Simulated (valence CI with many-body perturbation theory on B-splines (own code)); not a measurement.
# E1 transitions of Hf LXVI

Calculated by valence CI with perturbative core correlation (CI+MBPT): five valence electrons over a frozen Dirac-Fock core [He], a basis of 11 s, 11 p, 10 d, 8 f, 5 g, 2 h functions for each j, with the one-electron correlation potential Σ1 (screened to all orders), the two-electron term Σ2, the three-electron term Σ3, Breit, model QED; selected single and double excitations, second order for the rest, scaled by the run's own slope (own B-spline code, finite nucleus).

The last digits are not significant, and no measured levels were compared; by estimate large intervals hold to a few tenths of a per cent, small ones and those within an open d or f shell to about a per cent. Among the levels kept, up to 7400 cm⁻¹ of a level comes from second order outside the variational space, and about a tenth of that is noise between levels of different J, which matters for small intervals.

Lines 51 to 100 of 600 in falling wavelength, among levels below 886.67 Ry, chosen from the strongest by gf and those to the six lowest levels. Wavelengths and rates use the calculated energies. Electric multipoles are in the length gauge, E1 and E2 with the static RPA response of the core. Weak lines are less certain than strong ones. Lines between different terms over intervals too small for the method are left out, as are lines whose strength nearly cancels. The highest levels of a list are the least certain.

Levels are named by their leading jj configuration (3d3/2^4 stands for four electrons in 3d with j = 3/2), which in mixed levels can hold well under half, so a name can repeat and another be missing. Letters in brackets count levels of one name in rising energy.

```csv
λ vac (Å),Upper,Lower,A (s⁻¹),S (a.u.)
42.26,(2s 2p1/2^2 2p3/2 3p3/2) J=7/2,(2s^2 2p1/2 2p3/2 3p3/2) J=5/2 [a],6.02e+10,1.79e-02
40.16,(2s 2p1/2^2 2p3/2^2) J=5/2,(2s^2 2p1/2 2p3/2^2) J=5/2,1.87e+10,3.59e-03
38.74,(2p1/2^2 2p3/2^2 3p3/2) J=7/2,(2s 2p1/2 2p3/2^2 3p3/2) J=5/2 [c],9.53e+10,2.19e-02
37.37,(2s 2p1/2^2 2p3/2^2) J=5/2,(2s^2 2p1/2 2p3/2^2) J=3/2,2.98e+10,4.60e-03
34.37,(2s 2p1/2^2 2p3/2^2) J=1/2,(2s^2 2p1/2 2p3/2^2) J=1/2,6.72e+10,2.69e-03
32.44,(2p1/2^2 2p3/2^2 3p3/2) J=1/2,(2s 2p1/2 2p3/2^2 3p3/2) J=3/2 [b],3.24e+11,1.09e-02
30.53,(2p1/2^2 2p3/2^2 3p3/2) J=5/2,(2s 2p1/2 2p3/2^2 3p3/2) J=7/2 [b],1.06e+11,8.95e-03
30.41,(2p1/2^2 2p3/2^2 3p3/2) J=7/2,(2s 2p1/2 2p3/2^2 3p3/2) J=9/2,1.08e+11,1.20e-02
30.07,(2s 2p1/2^2 2p3/2^2) J=3/2,(2s^2 2p1/2 2p3/2^2) J=5/2,7.71e+10,4.14e-03
28.88,(2p1/2^2 2p3/2^2 3p3/2) J=3/2,(2s 2p1/2 2p3/2^2 3p3/2) J=3/2 [b],2.00e+11,9.54e-03
28.48,(2s 2p1/2^2 2p3/2^2) J=3/2,(2s^2 2p1/2 2p3/2^2) J=3/2,2.51e+10,1.14e-03
28.43,(2s 2p1/2 2p3/2^2 3d3/2) J=3/2 [e],(2s 2p1/2 2p3/2^2 3p1/2) J=1/2 [c],1.79e+11,8.10e-03
28.39,(2s 2p1/2 2p3/2^2 3p3/2) J=3/2 [a],(2s 2p1/2 2p3/2^2 3s) J=5/2 [b],1.69e+11,7.64e-03
28.19,(2s 2p1/2 2p3/2^2 3d3/2) J=7/2 [b],(2s 2p1/2 2p3/2^2 3p1/2) J=5/2 [b],2.95e+11,2.61e-02
28.11,(2s^2 2p1/2 2p3/2 3d3/2) J=5/2 [b],(2s^2 2p1/2 2p3/2 3p1/2) J=3/2 [b],3.85e+11,2.53e-02
28.10,(2s 2p1/2 2p3/2^2 3d3/2) J=5/2 [e],(2s 2p1/2 2p3/2^2 3p1/2) J=3/2 [d],4.12e+11,2.71e-02
28.09,(2p1/2^2 2p3/2^2 3p3/2) J=7/2,(2s 2p1/2 2p3/2^2 3p3/2) J=5/2 [a],1.95e+11,1.71e-02
28.08,(2p1/2^2 2p3/2^2 3p3/2) J=5/2,(2s 2p1/2 2p3/2^2 3p3/2) J=5/2 [a],1.72e+11,1.13e-02
28.00,(2s 2p1/2 2p3/2^2 3p3/2) J=7/2 [b],(2s 2p1/2 2p3/2^2 3s) J=5/2 [b],3.87e+11,3.35e-02
27.85,(2s 2p1/2 2p3/2^2 3d3/2) J=5/2 [b],(2s 2p1/2 2p3/2^2 3p1/2) J=5/2 [b],4.98e+11,3.19e-02
27.77,(2s 2p1/2 2p3/2^2 3d3/2) J=3/2 [f],(2s 2p1/2 2p3/2^2 3p1/2) J=3/2 [d],3.52e+11,1.49e-02
27.75,(2s^2 2p1/2 2p3/2 3d3/2) J=3/2 [b],(2s^2 2p1/2 2p3/2 3p1/2) J=3/2 [b],4.54e+11,1.92e-02
27.67,(2s 2p1/2 2p3/2^2 3p3/2) J=5/2 [a],(2s 2p1/2 2p3/2^2 3s) J=3/2 [a],3.04e+11,1.91e-02
27.63,(2s 2p1/2 2p3/2^2 3p3/2) J=3/2 [e],(2s 2p1/2 2p3/2^2 3s) J=1/2 [c],4.24e+11,1.77e-02
27.62,(2s 2p1/2 2p3/2^2 3p3/2) J=1/2 [a],(2s 2p1/2 2p3/2^2 3s) J=3/2 [a],9.70e+11,2.02e-02
27.59,(2s^2 2p1/2 2p3/2 3d3/2) J=5/2 [a],(2s^2 2p1/2 2p3/2 3p1/2) J=5/2,1.23e+11,7.65e-03
27.54,(2s^2 2p1/2 2p3/2 3p3/2) J=3/2 [a],(2s^2 2p1/2 2p3/2 3s) J=3/2 [b],3.97e+11,1.64e-02
27.47,(2s 2p1/2^2 2p3/2 3p3/2) J=3/2 [a],(2s 2p1/2^2 2p3/2 3s) J=3/2 [a],7.63e+11,3.12e-02
27.46,(2s 2p1/2 2p3/2^2 3d3/2) J=1/2 [c],(2s 2p1/2 2p3/2^2 3p1/2) J=1/2 [c],5.23e+11,1.07e-02
27.38,(2s 2p1/2 2p3/2^2 3d3/2) J=3/2 [b],(2s 2p1/2 2p3/2^2 3p1/2) J=5/2 [b],7.22e+11,2.93e-02
27.38,(2s 2p1/2 2p3/2^2 3p3/2) J=5/2 [c],(2s 2p1/2 2p3/2^2 3s) J=3/2 [d],2.16e+11,1.31e-02
27.27,(2s 2p1/2^2 2p3/2 3d3/2) J=3/2 [b],(2s 2p1/2^2 2p3/2 3p1/2) J=3/2 [b],2.52e+11,1.01e-02
27.27,(2s^2 2p3/2^2 3p3/2) J=5/2,(2s^2 2p3/2^2 3s) J=3/2,5.09e+11,3.06e-02
27.26,(2s 2p1/2 2p3/2^2 3p3/2) J=7/2 [c],(2s 2p1/2 2p3/2^2 3s) J=5/2 [c],9.97e+11,7.97e-02
27.22,(2s 2p1/2 2p3/2^2 3p3/2) J=1/2 [c],(2s 2p1/2 2p3/2^2 3s) J=1/2 [c],8.80e+11,1.75e-02
27.19,(2s^2 2p3/2^2 3p3/2) J=1/2,(2s^2 2p3/2^2 3s) J=3/2,1.07e+12,2.13e-02
27.17,(2s 2p1/2^2 2p3/2 3d3/2) J=3/2 [b],(2s 2p1/2^2 2p3/2 3p1/2) J=1/2,3.38e+11,1.34e-02
27.17,(2s^2 2p1/2 2p3/2 3d3/2) J=1/2 [b],(2s^2 2p1/2 2p3/2 3p1/2) J=3/2 [b],5.89e+11,1.17e-02
27.16,(2s 2p1/2^2 2p3/2 3d3/2) J=5/2 [a],(2s 2p1/2^2 2p3/2 3p1/2) J=5/2,3.86e+11,2.29e-02
27.11,(2s 2p1/2^2 2p3/2 3d3/2) J=5/2 [a],(2s 2p1/2^2 2p3/2 3p1/2) J=3/2 [a],3.34e+11,1.97e-02
27.10,(2p1/2^2 2p3/2^2 3p3/2) J=5/2,(2p1/2^2 2p3/2^2 3s) J=3/2,3.62e+11,2.14e-02
27.08,(2s 2p1/2 2p3/2^2 3d3/2) J=5/2 [a],(2s 2p1/2 2p3/2^2 3p1/2) J=5/2 [a],4.25e+11,2.50e-02
27.03,(2p1/2^2 2p3/2^2 3p3/2) J=1/2,(2p1/2^2 2p3/2^2 3s) J=3/2,7.01e+11,1.37e-02
27.01,(2s 2p1/2 2p3/2^2 3d5/2) J=5/2 [a],(2s 2p1/2 2p3/2^2 3p1/2) J=3/2 [b],1.94e+11,1.13e-02
26.97,(2s 2p1/2 2p3/2^2 3d3/2) J=3/2 [c],(2s 2p1/2 2p3/2^2 3p1/2) J=1/2 [a],5.89e+11,2.28e-02
26.92,(2s 2p1/2^2 2p3/2 3p3/2) J=5/2 [b],(2s 2p1/2^2 2p3/2 3s) J=3/2 [b],9.53e+11,5.50e-02
26.91,(2s 2p1/2 2p3/2^2 3d3/2) J=7/2 [c],(2s 2p1/2 2p3/2^2 3p1/2) J=5/2 [c],6.88e+11,5.29e-02
26.90,(2s 2p1/2 2p3/2^2 3p3/2) J=5/2 [c],(2s 2p1/2 2p3/2^2 3s) J=3/2 [b],8.07e+11,4.65e-02
26.87,(2s^2 2p3/2^2 3d3/2) J=5/2,(2s^2 2p3/2^2 3p1/2) J=5/2,4.00e+11,2.30e-02
26.87,(2s^2 2p1/2 2p3/2 3d3/2) J=3/2 [a],(2s^2 2p1/2 2p3/2 3p1/2) J=3/2 [a],2.95e+11,1.13e-02
```
